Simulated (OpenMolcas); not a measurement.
Computed transition rates of Ge

* Program: OpenMolcas 26.06
* Method: SS-CASPT2, IPEA 0.25 Eh, imaginary shift 0.1 Eh (closed shells correlated: 3d)
* Basis: ANO-RCC-VTZP [6s5p3d1f]
* Scalar Hamiltonian: DKH2, point nucleus
* Active space: 4 electrons in 8 orbitals (4s 4p 5s 5p)
* State averaging: 2S+1 = 3 even, 3 roots; 2S+1 = 1 even, 6 roots; 2S+1 = 5 odd, 1 root; 2S+1 = 3 odd, 5 roots
* Spin-orbit coupling: RASSI with atomic mean-field integrals over the reference wave functions, term energies averaged over their components

Rates come from the transition moments of the reference wave functions (E1 and E2 in the length form). At fixed line strength A goes as λ^-3 for E1 and M1 and as λ^-5 for E2, so a rate at the computed wavelength can be rescaled to the measured one. Measured vacuum wavelengths follow from level energies in NIST Handbook of Basic Atomic Spectroscopic Data. Branching counts decays inside the model space alone, at computed energies, and the table is only a selection of the E2 and M1 lines, drawn from those between levels with measured partners whose computed energy lies within a factor of 1.5 of the measured one.

| Upper | Lower | Type | λ computed (nm) | λ measured (nm) | A computed (s-1) | A rescaled (s-1) | Branching % |
| --- | --- | --- | --- | --- | --- | --- | --- |
| 4s² 4p² ³P₁ | 4s² 4p² ³P₀ | M1 | 21850 | 17950 | 1.72e-03 | 3.10e-03 | 100.0 |
| 4s² 4p² ³P₂ | 4s² 4p² ³P₁ | M1 | 13620 | 11730 | 5.33e-03 | 8.34e-03 | 100.0 |
| 4s² 4p² ¹D₂ | 4s² 4p² ³P₂ | M1 | 1353 | 1750 | 9.02e-02 |  | 68.1 |
| 4s² 4p² ¹D₂ | 4s² 4p² ³P₂ | E2 | 1353 | 1750 | 1.61e-03 |  | 1.2 |
| 4s² 4p² ¹D₂ | 4s² 4p² ³P₁ | M1 | 1231 | 1522 | 4.02e-02 |  | 30.3 |
| 4s² 4p² ¹S₀ | 4s² 4p² ¹D₂ | E2 | 1061 | 1082 | 1.32e+00 | 1.20e+00 | 52.6 |
| 4s² 4p² ¹S₀ | 4s² 4p² ³P₂ | E2 | 594.6 | 668.6 | 4.75e-02 |  | 1.9 |
| 4s² 4p² ¹S₀ | 4s² 4p² ³P₁ | M1 | 569.7 | 632.5 | 1.14e+00 |  | 45.5 |

Spin-changing lines and M1 lines between different terms are not rescaled, since their strength hangs on the term gaps too.

The largest correction is for 4s² 4p² ³P₁ → 4s² 4p² ³P₀ (M1): 1.72e-03 × (21850 / 17950)^3 = 3.10e-03 s-1, a factor of 1.80.

No measured rate stands beside these. Rescaling mends the energy factor alone: line strengths can still be far off where a level mixes with configurations outside the active space, and weak or spin-changing lines hang on small mixing coefficients that depend on the term gaps too, so rescaling need not improve them.

CASPT2 breaks the degeneracy within a term, and the mean is taken; among the terms shown or strongly mixed into the levels shown the widest spread is 82 cm-1 (4s² 4p² ¹D). Over all roots computed the reference weight is 0.90 to 0.96; the roots of lowest weight are the least certain, and an intruder state may touch them. Active for correlation alone: 5p 5s; no level in the range computed is led by a configuration that fills them, so any true level of that kind is missing. Some terms miss by over 15 % even with CASPT2, which points to a basis or an active space too small for the shells correlated. Computed and measured levels are paired by configuration, term and J; levels that our copy of the source lacks, or whose pairing is in doubt (as where it misses far off the trend of its configuration), stay unpaired. Levels of configurations outside the active space are missing.
